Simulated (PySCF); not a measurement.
## The 13-electron isoelectronic series, spin-free X2C

Calculated with PySCF 2.14 from differences of total energies of unrestricted determinants, without spin-orbit coupling. Each ion has its own even-tempered basis scaled to its charge (17s12p4d4f for the first); frozen: 1s2. Ionisation energies in eV, correlation energies of the ion in mhartree.

```tsv
ion	configuration	UHF	LDA	PBE	PBE0	r2SCAN	MP2 (outer shells)	CCSD (outer shells)	E_corr MP2	NIST (with spin-orbit, Breit and QED)
Dy⁵³⁺	[Ne] 3s2 3p1 (2P)	4922.0	4923.7	4925.2	4924.7	4924.5	4922.6	4922.6	-497.7	5066 ± 5 (t)
Ho⁵⁴⁺	[Ne] 3s2 3p1 (2P)	5103.7	5105.3	5106.9	5106.4	5106.1	5104.3	5104.3	-497.8	5258 ± 5 (t)
Er⁵⁵⁺	[Ne] 3s2 3p1 (2P)	5288.9	5290.5	5292.1	5291.6	5291.4	5289.5	5289.5	-499.5	5455 ± 5 (t)
Tm⁵⁶⁺	[Ne] 3s2 3p1 (2P)	5477.7	5479.3	5481.0	5480.4	5480.2	5478.3	5478.3	-501.3	5656 ± 5 (t)
Yb⁵⁷⁺	[Ne] 3s2 3p1 (2P)	5670.1	5671.7	5673.4	5672.9	5672.7	5670.7	5670.7	-501.3	5860 ± 6 (t)
Lu⁵⁸⁺	[Ne] 3s2 3p1 (2P)	5866.1	5867.7	5869.4	5868.9	5868.7	5866.7	5866.7	-503.1	6070 ± 6 (t)
Hf⁵⁹⁺	[Ne] 3s2 3p1 (2P)	6065.6	6067.2	6069.0	6068.4	6068.2	6066.3	6066.3	-504.9	6284 ± 7 (t)
Ta⁶⁰⁺	[Ne] 3s2 3p1 (2P)	6269.0	6270.6	6272.4	6271.9	6271.7	6269.7	6269.7	-505.2	6502 ± 10 (t)
W⁶¹⁺	[Ne] 3s2 3p1 (2P)	6475.9	6477.4	6479.3	6478.8	6478.6	6476.6	6476.6	-507.0	6735 ± 7 (s)
Re⁶²⁺	[Ne] 3s2 3p1 (2P)	6686.6	6688.1	6690.0	6689.4	6689.2	6687.2	6687.2	-507.3	6952 ± 15 (t)
```

Each ion has its own basis, which adds noise of up to about 0.1 % along the series.

NIST values marked (s) are semi-empirical, (t) theoretical. Open shells are high-spin determinants of the terms that Hund's rules give.

Spin-orbit coupling of the open shells is absent from the calculated values and included in NIST's; it grows fast with Z.
